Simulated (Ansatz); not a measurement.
Diatomic NaAl-, multiplicity 2 (lowest of 2S+1 = 2, 4 at CCSD(T)/def2-TZVPP on PBE0 minima; our sources give no spin for the ground state, which may be another). The T1 diagnostic near the minimum is 0.053, so single-reference values are doubtful.

The constants come from a fifth-degree fit in 1/R (seven points, main isotopes). In def2 and cc sets the state is the lowest found near the PBE0 minimum, followed along R.

Programs: Ansatz (a program for electronic structure) with Gaussian orbitals. Each number belongs to the level named beside it.

```csv
level,r_e (Å),ω_e (cm⁻¹),ω_e x_e (cm⁻¹)
SVWN5/def2-TZVPP,3.079,160,1.2
PBE/def2-TZVPP,3.177,147,1.3
B97M-V/def2-TZVPP,3.136,(withheld),1.4
B3LYP/def2-TZVPP,3.200,138,1.4
PBE0/def2-TZVPP,3.190,146,1.2
BHLYP/def2-TZVPP,3.208,139,1.3
CAM-B3LYP/def2-TZVPP,3.180,143,1.3
wB97M-V/def2-TZVPP,(withheld),(withheld),0.98
```

Complete the blanks.


- wB97M-V/def2-TZVPP, r_e (Å): 3.188
- wB97M-V/def2-TZVPP, ω_e (cm⁻¹): 140
- B97M-V/def2-TZVPP, ω_e (cm⁻¹): 152

Doubts at one or more of the structures used: a spin-contaminated determinant (PBE/def2-TZVPP, B3LYP/def2-TZVPP, PBE0/def2-TZVPP, BHLYP/def2-TZVPP, CAM-B3LYP/def2-TZVPP).
